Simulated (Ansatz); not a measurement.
Total energies of C$_{4}$H$_{16}$N$_{4}$Zr, SMILES `C[NH][Zr]([NH]C)([NH]C)[NH]C`.

```xyz
25

C    -0.491   -1.081    2.801
N    -0.523    0.043    1.892
Zr    0.307    0.281    0.027
N     1.972   -0.886   -0.242
C     1.944   -2.330   -0.146
N     0.754    2.255   -0.264
C     0.449    3.205   -1.311
N    -1.057   -0.279   -1.397
C    -2.501   -0.358   -1.367
H     0.019   -0.850    3.746
H     0.053   -1.916    2.349
H    -1.494   -1.453    3.048
H    -1.011    0.828    2.308
H     2.900   -0.546   -0.449
H     2.554   -2.718    0.681
H     2.279   -2.823   -1.068
H     0.919   -2.677    0.031
H     1.266    2.705    0.490
H    -0.124    2.710   -2.097
H     1.352    3.621   -1.778
H    -0.155    4.050   -0.953
H    -0.695   -0.658   -2.264
H    -2.874   -1.384   -1.481
H    -2.872    0.009   -0.406
H    -2.971    0.252   -2.149
```

Total charge 0; spin multiplicity 1. Correlated methods include outer-core shells of Zr, which these sets cover unevenly. Zr takes the def2 core potential. All single points use the PBE0-D4/def2-TZVP geometry. It is one conformer, not always the lowest. Basis def2-TZVPP, Ansatz 0.2.0.

RPA on PBE orbitals: Hartree–Fock energy of these orbitals -425.26212 Eh, correlation -3.10047 Eh (frozen core).

```tsv
functional	kind	energy without D4 (Eh)	D4 term (kJ/mol)
LDA (SPW92)	LDA	-424.95988	–
PBE	GGA	-427.91211	-57.9
revPBE	GGA	-428.31182	-162.1
BLYP	GGA	-428.19570	-120.3
r2SCAN	meta-GGA	-428.19273	-17.0
B97M-V	meta-GGA with VV10	-428.37006	–
PBE0	global hybrid, 25 % exact exchange	-427.92331	-50.4
B3LYP	global hybrid, 20 %	-428.42807	-90.9
r2SCANh	meta-GGA hybrid, 10 %	-428.15733	-18.0
r2SCAN0	meta-GGA hybrid, 25 %	-428.10685	-19.7
HSE06 (plane-wave form)	screened hybrid	-427.90062	-47.5
BHLYP	global hybrid, 50 %	-428.05868	-72.4
CAM-B3LYP	range-separated hybrid	-428.16081	-51.8
LC-ωPBE	long-range corrected hybrid	-428.17312	–
ωB97X-V	range-separated hybrid GGA with VV10	-428.24638	–
ωB97M-V	range-separated hybrid meta-GGA with VV10	-428.11990	–
B2PLYP	double hybrid	-427.98071	–
PBE-QIDH	double hybrid	-427.81659	–
```

B3LYP takes the VWN-RPA correlation (the form of Gaussian; ORCA's B3LYP/G). HSE06 is the plane-wave form, built on full-range PBE exchange. The double hybrids freeze the cores in their second-order part.

LC-ωPBE has ω = 0.4 bohr⁻¹.
